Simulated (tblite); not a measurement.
Start geometry of `[SiH3][Si@H](OC)C(F)(F)F` from a force field or distance geometry (Å):
```
atom  x, y, z in Å
C1     2.3646    0.1324   -0.5653
O2     1.1274    0.8267   -0.3518
Si3   -0.0165    0.0899    0.6363
Si4   -1.9274    1.4079    0.7030
C5    -0.6509   -1.5394    0.1108
F6    -1.2437   -1.4953   -1.1201
F7    -1.5610   -2.0421    0.9658
F8     0.3635   -2.4413    0.0237
H9     2.8838   -0.0662    0.3792
H10    2.9932    0.7741   -1.1737
H11    2.1871   -0.8012   -1.1130
H12    0.5615    0.0370    2.0073
H13   -2.5599    1.5267   -0.6211
H14   -2.9217    0.8200    1.6458
H15   -1.6044    2.7785    1.1993
```

What comes out of this run: tblite, GFN2-xTB geometry optimisation, gas phase?

```
atom  x, y, z in Å
C1     2.237    0.209   -0.605
O2     1.015    0.698   -0.109
Si3   -0.091    0.084    0.892
Si4   -1.849    1.549    0.655
C5    -0.583   -1.676    0.171
F6    -1.093   -1.590   -1.080
F7    -1.512   -2.329    0.901
F8     0.471   -2.519    0.076
H9     2.940    0.043    0.211
H10    2.638    0.960   -1.285
H11    2.088   -0.728   -1.142
H12    0.497   -0.351    2.169
H13   -2.339    1.659   -0.723
H14   -2.964    1.112    1.497
H15   -1.461    2.890    1.099
```

The energy falls by 12.6 kcal/mol over 69 L-BFGS steps, the largest force on an atom goes from 4.45 to 0.009 eV/Å, and the atoms move by 0.261 Å rms after alignment. The bond that changes most is Si3–C5 (oxygen-bound silicon to CF3 carbon), which lengthens by 0.139 Å. Bonds longer at the end by more than 0.005 Å: 1 of 14; shorter: 11. Among the angles that change most is Si4–Si3–H12, from 108.3° to 125.7°. Among the dihedrals that turn most is C1–O2–Si3–H12, from 66° to 54°. Rotational constants go from 1404, 1320, 810.3 to 1505, 1180, 791.8 MHz. The orientation of the end geometry is arbitrary; only internal coordinates are fixed.

The run took 0.41 s on one thread of an AMD EPYC 9R45, no GPU, shared host with 96 logical CPUs at a one-minute load of 59.

Its lowest GFN2-xTB frequency is 14 cm⁻¹, too small to tell a flat minimum from a shallow saddle. The numbers are those of one conformer.

All values are computed, not measured.
